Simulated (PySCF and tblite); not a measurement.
Results of a calculation; reference values are marked as such.
System: C₅H₈Si, numbered as in [SiH3:1][CH:2]1[CH:3]=[CH:4][CH:5]=[CH:6]1.

Motion: shift of H on C2 from C2 to C6. GFN2-xTB gives an electronic barrier of 27.9 kcal/mol and a reaction energy of 1.5 kcal/mol.

Tunnelling of the moving H, left out here, will speed the real process.

What does PBE0/pcSseg-1 + D3(BJ), IEF-PCM water give on PBE0-D3(BJ)/def2-SVP geometries?

A barrier of 26.5 kcal/mol, 1.4 below the tight-binding barrier (from unrounded values), a reaction energy of 1.8 kcal/mol and, with GFN2-xTB thermal terms, ΔG‡(298 K) = 23.9 kcal/mol and k = 3.9×10⁻⁵ s⁻¹ (2 equivalent paths).

And the level of the geometries itself, PBE0-D3(BJ)/def2-SVP?

26.0 kcal/mol.

Programs: tblite and PySCF.
